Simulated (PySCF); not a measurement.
Species: C3H5FSe.
Geometry (PBE0-D3(BJ)/def2-SVP, Å), atoms numbered from 1 in this order:
```xyz
10
C3H5FSe angstrom
C     -2.0336   -0.1832   -0.0107
Se    -0.5207    0.9191   -0.5233
C      0.8269   -0.2353    0.1188
C      2.1283    0.0106   -0.0159
F      2.5780    1.1028   -0.6328
H     -2.0031   -1.1518   -0.5271
H     -2.9348    0.3611   -0.3237
H     -2.0622   -0.3262    1.0777
H      0.5130   -1.1474    0.6313
H      2.9255   -0.6400    0.3537
```

The closed-shell ground state was solved at several levels (PySCF, density fitting, gas phase). The calculation is non-relativistic and has no spin–orbit coupling, an omission that weighs most on selenium.

| level | basis functions | total energy (Eh) | HOMO (eV) | LUMO (eV) | gap (eV) | dipole (D) |
| --- | --- | --- | --- | --- | --- | --- |
| PBE0/pcSseg-1 | 134 | -2617.8857 | -5.96 | 0.31 | 6.27 | 2.68 |
| CAM-B3LYP/pcSseg-2 | 277 | -2618.8599 | -7.26 | 0.98 | 8.24 | 2.76 |
| wB97X-D/def2-SVPD | 164 | -2618.2360 | -7.81 | 1.69 | 9.50 | 2.74 |

What might B3LYP/pcJ-1 (pcSseg-1 on Se) (199 basis functions) give for the same quantities?

Total energy -2618.4830 Eh, HOMO -5.72 eV, LUMO 0.10 eV, gap 5.82 eV, dipole 2.62 D.

Over all these levels, which gives the widest orbital gap and which the narrowest?

wB97X-D/def2-SVPD (range-separated hybrid) has the widest, 9.50 eV, and B3LYP/pcJ-1 (pcSseg-1 on Se) (global hybrid, 20 % exact exchange) the narrowest, 5.82 eV. Functional and basis both differ between the two, so the spread mixes both effects.

How far do the dipole and the HOMO energy spread over the levels?

The dipole runs from 2.62 to 2.76 D (mean 2.70 D) and the HOMO from -7.81 to -5.72 eV.

One conformer stands for the species.

wB97X-D is run here without its empirical dispersion term; that term would change no orbital, density or response property at a fixed geometry.
